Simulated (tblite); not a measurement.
C₅H₁₁ClN₂Si₂.
SMILES with atom numbers: `[CH3:1][N:2]1[CH2:3][Si@@H:4]([Cl:5])[CH2:6][Si@@H:7]1[CH2:8][C:9]#[N:10]` (hydrogens: H11, H12, H13 on C1; H14, H15 on C3; H16 on Si4; H17, H18 on C6; H19 on Si7; H20, H21 on C8)

The geometry is computed with GFN2-xTB (gas phase).

(1) What internal coordinates does the optimisation give?

## Answers

(1) 
```json
{"bond": "C1–N2", "length (Å)": "1.444", "order": "single"}
{"bond": "N2–C3", "length (Å)": "1.451", "order": "single"}
{"bond": "C3–Si4", "length (Å)": "1.910", "order": "single"}
{"bond": "Si4–Cl5", "length (Å)": "2.017", "order": "single"}
{"bond": "Si4–C6", "length (Å)": "1.892", "order": "single"}
{"bond": "C6–Si7", "length (Å)": "1.902", "order": "single"}
{"bond": "Si7–C8", "length (Å)": "1.917", "order": "single"}
{"bond": "C8–C9", "length (Å)": "1.423", "order": "single"}
{"bond": "C9≡N10", "length (Å)": "1.146", "order": "triple"}
{"bond": "N2–Si7", "length (Å)": "1.714", "order": "single"}
{"bond": "C1–H11, C1–H12, C1–H13", "length (Å)": "1.092", "order": "single"}
{"bond": "C3–H14", "length (Å)": "1.095", "order": "single"}
{"bond": "C3–H15", "length (Å)": "1.098", "order": "single"}
{"bond": "Si4–H16", "length (Å)": "1.463", "order": "single"}
{"bond": "C6–H17", "length (Å)": "1.087", "order": "single"}
{"bond": "C6–H18", "length (Å)": "1.086", "order": "single"}
{"bond": "Si7–H19", "length (Å)": "1.476", "order": "single"}
{"bond": "C8–H20", "length (Å)": "1.090", "order": "single"}
{"bond": "C8–H21", "length (Å)": "1.089", "order": "single"}
```

Bonds in one row agree within 0.01 Å and their mean is given. Orders are formal, as drawn. A selection of angles:
```json
{"angle": "N2–C1–H11", "degrees": "109.8"}
{"angle": "N2–C1–H13", "degrees": "111.5"}
{"angle": "H11–C1–H12", "degrees": "108.9"}
{"angle": "H11–C1–H13", "degrees": "108.2"}
{"angle": "C1–N2–C3", "degrees": "113.7"}
{"angle": "C1–N2–Si7", "degrees": "124.3"}
{"angle": "C3–N2–Si7", "degrees": "118.5"}
{"angle": "N2–C3–Si4", "degrees": "109.1"}
{"angle": "N2–C3–H14", "degrees": "108.4"}
{"angle": "N2–C3–H15", "degrees": "110.2"}
{"angle": "Si4–C3–H14", "degrees": "111.8"}
{"angle": "Si4–C3–H15", "degrees": "111.1"}
{"angle": "H14–C3–H15", "degrees": "106.2"}
{"angle": "C3–Si4–Cl5", "degrees": "109.5"}
{"angle": "C3–Si4–C6", "degrees": "100.6"}
{"angle": "C3–Si4–H16", "degrees": "112.0"}
{"angle": "Cl5–Si4–C6", "degrees": "111.1"}
{"angle": "Cl5–Si4–H16", "degrees": "108.7"}
{"angle": "C6–Si4–H16", "degrees": "114.6"}
{"angle": "Si4–C6–Si7", "degrees": "103.6"}
{"angle": "Si4–C6–H17", "degrees": "111.1"}
{"angle": "Si4–C6–H18", "degrees": "112.5"}
{"angle": "Si7–C6–H17", "degrees": "111.8"}
{"angle": "Si7–C6–H18", "degrees": "111.2"}
{"angle": "H17–C6–H18", "degrees": "106.7"}
{"angle": "C6–Si7–C8", "degrees": "111.5"}
{"angle": "C6–Si7–H19", "degrees": "110.9"}
{"angle": "C8–Si7–H19", "degrees": "108.1"}
{"angle": "N2–Si7–C6", "degrees": "100.3"}
{"angle": "N2–Si7–C8", "degrees": "108.5"}
{"angle": "N2–Si7–H19", "degrees": "117.3"}
{"angle": "Si7–C8–C9", "degrees": "110.4"}
{"angle": "Si7–C8–H20", "degrees": "110.8"}
{"angle": "Si7–C8–H21", "degrees": "109.8"}
{"angle": "C9–C8–H20", "degrees": "108.8"}
{"angle": "C9–C8–H21", "degrees": "108.5"}
{"angle": "H20–C8–H21", "degrees": "108.5"}
{"angle": "C8–C9–N10", "degrees": "178.5"}
```

Torsions: C1–N2–C3–Si4 -177° (antiperiplanar); N2–C3–Si4–Cl5 -121° (anticlinal); C3–Si4–C6–Si7 -12° (synperiplanar); Si4–C6–Si7–C8 138° (anticlinal); C6–Si7–C8–C9 176° (antiperiplanar); C1–N2–Si7–C6 172° (antiperiplanar).

Of the pairs four or more bonds apart, C9···H12 is among the closest relative to their van der Waals radii: 2.56 Å, 88 % of the sum of Bondi's values. The 5-membered ring N2–C3–Si4–C6–Si7 has internal angles of 100.3° to 118.5° (sum 532°, against 540° for a flat polygon); it is puckered, 0.14 Å rms from its mean plane, widest ring torsion 31°. The 4 C–Si bonds span 1.892 Å (Si4–C6, drawn single) to 1.917 Å (Si7–C8, drawn single), a spread of 0.025 Å. The C–N distances run from 1.146 Å (C9≡N10, drawn triple) to 1.451 Å (N2–C3, drawn single), a spread of 0.305 Å. N2 (silicon-bound nitrogen) is almost planar (angles 124.3°, 118.5° and 113.7°, sum 356.4°, 0.17 Å off the plane of its three neighbours). Si7 (SiH silicon) is distorted tetrahedral (angles from 100.3° to 117.3°). Si4 (chlorine-bound silicon) is distorted tetrahedral (angles from 100.6° to 114.6°).

Point group: C1 (no symmetry element, even within 0.4 Å). Its GFN2-xTB frequencies are all real (lowest 22 cm⁻¹). One conformer, not necessarily the lowest. 3 starts were optimised and ended at 0.00, 1.08 and 1.10 kcal/mol (GFN2-xTB); the lowest of these is shown.
